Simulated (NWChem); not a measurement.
Species: CH₈OSi₂; SMILES [SiH3]C(O)[SiH3]

```xyz
12

O      1.7139    -0.0721     0.1512
C      0.4226    -0.0111    -0.4468
Si    -0.4903    -1.5925     0.0750
Si    -0.4775     1.5863     0.0590
H      2.2306     0.6828    -0.1526
H      0.4747    -0.0444    -1.5567
H     -1.8436    -1.5987    -0.5628
H      0.2733    -2.7941    -0.3739
H     -0.6485    -1.6326     1.5586
H      0.4276     2.7389    -0.2549
H     -0.7531     1.5941     1.5263
H     -1.7593     1.7557    -0.6924
```
Atoms are numbered in this order, from 1.

Computed with NWChem. Pople sets run with spherical d functions. STO-3G and 3-21G are far too small for this property and stand as cheap habits. The geometry was optimised at PBE0/def2-SVP. GIAO values for the isolated, static molecule; σ is the absolute isotropic shielding, δ = σ(reference) − σ with the isolated reference molecule computed at the same levels (13C: tetramethylsilane, 1H: tetramethylsilane, 17O: water, 29Si: tetramethylsilane).

```json
[
 {"level": "Hartree-Fock/STO-3G", "δ O1 (ppm)": "-11.8", "δ C2 (ppm)": "28.8", "δ Si3 (ppm)": "-59.3", "δ Si4 (ppm)": "-57.8", "δ H5 (ppm)": "-2.80", "δ H7 (rotor mean) (ppm)": "1.61", "δ H10 (rotor mean) (ppm)": "1.42"},
 {"level": "Hartree-Fock/6-31G*", "δ O1 (ppm)": "…", "δ C2 (ppm)": "…", "δ Si3 (ppm)": "…", "δ Si4 (ppm)": "…", "δ H5 (ppm)": "…", "δ H7 (rotor mean) (ppm)": "…", "δ H10 (rotor mean) (ppm)": "…"},
 {"level": "KT2/pcSseg-1", "δ O1 (ppm)": "27.3", "δ C2 (ppm)": "50.2", "δ Si3 (ppm)": "-67.0", "δ Si4 (ppm)": "-67.1", "δ H5 (ppm)": "-0.26", "δ H7 (rotor mean) (ppm)": "4.07", "δ H10 (rotor mean) (ppm)": "3.97"}
]
```

Problem. What belongs in the gaps?

Solution. 
- Hartree-Fock/6-31G*, δ O1 (ppm): -22.6
- Hartree-Fock/6-31G*, δ C2 (ppm): 37.1
- Hartree-Fock/6-31G*, δ Si3 (ppm): -37.7
- Hartree-Fock/6-31G*, δ Si4 (ppm): -36.3
- Hartree-Fock/6-31G*, δ H5 (ppm): 0.06
- Hartree-Fock/6-31G*, δ H7 (rotor mean) (ppm): 4.20
- Hartree-Fock/6-31G*, δ H10 (rotor mean) (ppm): 4.08
